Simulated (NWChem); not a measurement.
## FGe (+1) in NWChem

```xyz
2

F      0.0000     0.0000     1.3227
Ge     0.0000     0.0000    -0.3720
```
Charge +1, spin multiplicity 1.

Program: NWChem. All single points use one geometry, from B3LYP/def2-SVP, a minimum by its harmonic frequencies.

Symmetry labels belong to the abelian group C2v used in the runs, with the axes of the coordinates shown; states degenerate in a higher group split over its labels.

The Hamiltonian is non-relativistic. The spin multiplicity of the parent species was assumed, not shown to be that of its ground state. The structure started from a generated list of species.

**Question.** List the lowest 3 singlet excitations that CIS/def2-SVPD gives, with oscillator strengths.

**Answer.** 
```tsv
state	symmetry	energy (eV)	wavelength (nm)	f
1	b2	7.53	165	0.307
2	b1	7.53	165	0.307
3	a2	10.13	122	0.000
```
